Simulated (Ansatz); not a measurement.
Consider the ligand exchange at a B–N bond: `CN(C)B(F)F` + H₂S → `FB(F)S` + `CNC`.

Calculated with Ansatz (gas phase, PBE0-D4/def2-TZVP geometries, no zero-point term in ΔE). CCSD(T)/CBS adds triple-zeta CCSD(T) − MP2 to the extrapolated MP2 energy (def2 sets, frozen cores). This one scheme is used for every species. DFT in def2-TZVPP. Each species was taken in one conformer, which may not be the lowest.

| level | ΔE (kcal/mol) |
| --- | --- |
| r2SCAN-D4 | 14.4 |
| LC-ωPBE | 14.8 |

(1) What does CCSD(T)/CBS give? (Best estimate.)

(2) What do rigid-rotor, harmonic-oscillator terms from PBE0-D4/def2-TZVP frequencies (298.15 K, 1 bar) make of the CCSD(T)/CBS value? (Best estimate.)

Largest T1 diagnostic among the species: 0.013.

Answers

(1) The calculation gave: +15.7 kcal/mol. The listed levels differ from it by -1.3, -0.9 kcal/mol.

(2) Ansatz gave: ΔZPE = +2.1 kcal/mol, ΔH = +17.2 kcal/mol, ΔS = 21 J/(mol·K), ΔG = +15.7 kcal/mol.

From r2SCAN to r2SCAN0 (25 % exact exchange), in def2-TZVPP and without D4, ΔE moves by +0.8 kcal/mol. At CCSD(T), def2-SVP lies +1.5 kcal/mol from the extrapolated value and def2-TZVPP +0.1 kcal/mol. Leaving LDA and LC-ωPBE aside and taking each functional with its dispersion term where it has one, the values, not all of them listed here, spread over 4.0 kcal/mol, from revPBE-D4 to BHLYP-D4. LDA lies +3.7 kcal/mol from PBE without D4.
